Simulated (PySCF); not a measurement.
FHOSe.

```xyz
4

Se     0.0898     0.0064     0.3939
F     -0.0150     1.3391    -0.7675
O     -0.2180    -1.3513    -0.7100
H     -1.1744    -1.4594    -0.8056
```
Charge 0, spin multiplicity 1.

Geometry: B3LYP-D3(BJ)/def2-TZVP. The values are those of a single conformer.

These are KT2/pcSseg-2 (PySCF) values and carry that method's errors. Non-relativistic, no solvent.

Computed absolute GIAO shielding of each atom: isotropic value and principal components (ppm):
```
atom   σ(iso)      σ11     σ22    σ33    span
----  -------  -------  ------  -----  ------
Se1   -1133.8  -2964.0  -708.3  270.7  3234.7
F2      381.9     -2.7   158.1  990.3   993.1
O3      159.8    -85.8   100.0  465.3   551.1
H4       23.9     17.3    22.6   31.7    14.4
```
